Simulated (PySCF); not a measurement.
Isomers of C7H15P, from PBE0-D3(BJ)/def2-SVP geometry optimisation, gas phase in PySCF 2.14.0. One conformer each, no zero-point energy, no frequencies.

Task: Which isomer lies lower at this level?
A. `[CH2:1]=[P@@:2]1([CH:3]([CH3:4])[CH3:5])[CH2:6][C@H:7]1[CH3:8]` with C1–P2–C3–C4 62°: A = 2632, B = 1122, C = 1107 MHz, dipole 2.82 D
B. `[CH3:1][P:2]1[CH2:3][CH2:4][CH2:5][CH2:6][CH2:7][CH2:8]1` with C1–P2–C3–C4 -175°, P2–C3–C4–C5 60°, C3–C4–C5–C6 -70°, C4–C5–C6–C7 93°: A = 2490, B = 1414, C = 1021 MHz, dipole 1.16 D

Result: B. That is `CP1CCCCCC1`, 61.8 kcal/mol below the other.

| SMILES | mapped SMILES | E (Eh) | relative (kcal/mol) | relative (kJ/mol) | dipole (D) |
| --- | --- | --- | --- | --- | --- |
| CP1CCCCCC1 | [CH3:1][P:2]1[CH2:3][CH2:4][CH2:5][CH2:6][CH2:7][CH2:8]1 | -616.39126 | 0.0 | 0.0 | 1.16 |
| C=[P@@]1(C(C)C)C[C@H]1C | [CH2:1]=[P@@:2]1([CH:3]([CH3:4])[CH3:5])[CH2:6][C@H:7]1[CH3:8] | -616.29278 | 61.8 | 258.6 | 2.82 |

As drawn, the higher has a three-membered ring, which the lower lacks.
